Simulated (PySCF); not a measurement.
# Calculated NMR data

PySCF 2.14.0 with density-fitted response routines calculation with σ from GIAO-PBE0/pcSseg-1 and geometry: GFN2-xTB; gas phase, averaged over atoms made equivalent by symmetry, fast rotation or ring inversion, non-relativistic, one conformer.

References, each an isolated molecule treated in the same way: ¹H (σref 31.72) and ¹³C (σref 186.93) vs TMS. Splittings of carbon signals by F and P are missing where no couplings were computed. Where no couplings were computed, multiplicities follow the n + 1 count of equivalent neighbours, and m marks all less simple cases (inequivalent or close neighbours, rings, F or P nearby). Shifts are as computed. Against solution values, carbons near 30 ppm lie about +3 ppm off and those near 130 ppm about +5 ppm; carbons on Cl a further +6 ppm. Of 1211 compounds with measured shifts, 218 miss one by over three times the rms of a fit or turn the order of signals round; such compounds aren't used in these exercises. Carbons bonded to Cl come out too deshielded. OH and NH positions are gas-phase values without hydrogen bonding to other molecules.

**1.** SMILES o1cc(N)cc1[SiH3], C4H7NOSi. ¹H NMR (600 MHz, computed): δ 7.50 (m, 1H), 6.62 (m, 1H), 4.38 (s, 3H), 2.77 (br s, 2H). ¹³C{¹H} NMR (computed): δ 152.4, 141.8, 135.8, 122.9.

**2.** SMILES C(#CC)C#Cc1cc(=O)c1=O, C9H4O2. ¹H NMR (600 MHz, computed): δ 9.40 (s, 1H), 2.55 (s, 3H). ¹³C{¹H} NMR (computed): δ 205.6, 200.7, 199.8, 193.2, 137.7, 122.0, 70.4, 61.7, 7.3.

**3.** SMILES C=Cc1ncnnc1F, C5H4FN3. ¹H NMR (600 MHz, computed): δ 9.85 (s, 1H), 7.99 (m, 1H), 7.23 (m, 1H), 6.57 (m, 1H). ¹³C{¹H} NMR (computed): δ 173.8 (C), 161.6 (CH), 147.0 (C), 139.9 (CH2), 133.4 (CH).

**4.** `InChI=1S/C7H6ClF/c8-6-2-5-1-4(6)3-7(5)9/h2-5H,1H2/t4-,5-/m0/s1`. ¹H NMR (600 MHz, computed): δ 6.79 (m, 1H), 6.01 (m, 1H), 3.16 (m, 1H), 2.99 (m, 1H), 2.54 (m, 1H), 2.49 (m, 1H). ¹³C{¹H} NMR (computed): δ 195.9, 169.5, 141.2, 116.5, 78.1, 57.9, 53.9.
